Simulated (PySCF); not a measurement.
PySCF 2.14.0 with density-fitted response routines calculation with geometry: PBE0-D3(BJ)/def2-SVP and GIAO PBE0/pcSseg-1 shieldings; averaged over atoms made equivalent by symmetry, fast rotation or ring inversion, single conformer, in vacuum, no relativistic terms.

Shifts are taken against calculated references (same method and geometry level): $^{1}$H (σref 31.27) and $^{13}$C (σref 184.41) vs TMS. Shifts are as computed. Against solution values, carbons near 30 ppm lie about +2 ppm off and those near 130 ppm about +5 ppm. Of 1211 compounds with measured shifts, 218 miss one by over three times the rms of a fit or turn the order of signals round; such compounds aren't used in these exercises. OH and NH positions are gas-phase values without hydrogen bonding to other molecules.

Problem. Order these molecules by the shift of their most deshielded carbon-bound hydrogen, lowest δ first.
A. C=CC1=C[SiH2]C=C1C=C
B. Cc1cc[nH]n1
C. C=C[SiH2]C=O

Solution. A (6.82 ppm, hydrogen on an alkene CH), B (7.22 ppm, hydrogen on an aromatic CH next to a ring nitrogen), C (11.91 ppm, hydrogen on a carbonyl carbon).

Problem. Order these molecules by the shift of their most shielded carbon-bound hydrogen, lowest δ first.
A. CC#CC#C/C=C/C[SiH3]
B. C=C[SiH2]C=O
C. C=CC1=C[SiH2]C=C1C=C
D. Cc1cc[nH]n1

Solution. A (1.81 ppm, hydrogen on an allylic sp3 CH2 bonded to Si), D (2.33 ppm, hydrogen on a methyl carbon on an aromatic ring), C (5.58 ppm, hydrogen on a terminal =CH2 carbon), B (6.22 ppm, hydrogen on an alkene CH).

Problem. How many $^{13}$C and $^{1}$H signals does each give (equivalence by symmetry and fast rotation, but not about amide C–N or C=N bonds)? `C=C[SiH2]C=O`, `Cc1cc[nH]n1`, `C=CC1=C[SiH2]C=C1C=C`, `CC#CC#C/C=C/C[SiH3]`

Solution. C=C[SiH2]C=O: 3 C, 5 H; Cc1cc[nH]n1: 4 C, 4 H; C=CC1=C[SiH2]C=C1C=C: 4 C, 5 H; CC#CC#C/C=C/C[SiH3]: 8 C, 5 H.
